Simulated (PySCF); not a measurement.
## Two-component Hartree-Fock for Pt⁴⁶⁺ (platinum, charge +46)

Start: [Ar] 3d10 4s2 4p2; 4p1/2 filled at m_j = -1/2, +1/2. Calculated with PySCF 2.14 in an uncontracted even-tempered set (16 s from 6.3 bohr⁻², ratio 2.8; 13 p from 8.2 bohr⁻², ratio 2.8; 8 d from 15 bohr⁻², ratio 2.8; 4 f from 35 bohr⁻², ratio 3): generalised Hartree-Fock with the X2C-1e Hamiltonian and a Gaussian nucleus; one run each with spin-orbit coupling (SO) switched off, then screened by Boettger's factors.

| spinor shell | electrons | ε, spin-free (eV) | ε, screened SO (eV) | weight of nominal j (screened SO) | rms radius, screened SO (bohr) |
| --- | --- | --- | --- | --- | --- |
| 1s1/2 | 2 | -81201.9 | -81166.6 | 1.000 | 0.0194 |
| 2s1/2 | 2 | -16336.7 | -16322.9 | 1.000 | 0.0781 |
| 2p1/2 | 2 | -14483.0 | -15727.7 | 1.000 | 0.0661 |
| 2p3/2 | 4 | -14483.0 | -13984.1 | 1.000 | 0.0740 |
| 3s1/2 | 2 | -5579.0 | -5572.2 | 1.000 | 0.197 |
| 3p1/2 | 2 | -5025.7 | -5313.8 | 1.000 | 0.188 |
| 3p3/2 | 4 | -5025.7 | -4903.9 | 1.000 | 0.203 |
| 3d3/2 | 4 | -4441.3 | -4489.2 | 1.000 | 0.177 |
| 3d5/2 | 6 | -4441.3 | -4400.7 | 1.000 | 0.181 |
| 4s1/2 | 2 | -2629.4 | -2626.9 | 1.000 | 0.413 |
| 4p1/2 | 2 | -2446.1 | -2529.8 | 1.000 | 0.402 |

```tsv
quantity	spin-free	screened SO
E (hartree)	-16921.73698	-16954.16322
M_J	0	0
⟨J²⟩	2.001	0.000
⟨L²⟩	2.001	1.386
⟨S²⟩	2.000	1.386
```

Breit and QED terms are absent; they matter most for the inner s and p1/2 levels.

Densities and radii are taken from the X2C orbitals without a picture-change correction, which distorts them close to the nucleus.

Without spin-orbit coupling the j labels of p, d and f shells carry no meaning; the spin-free column gives the mean over the occupied spinors of each nl shell.
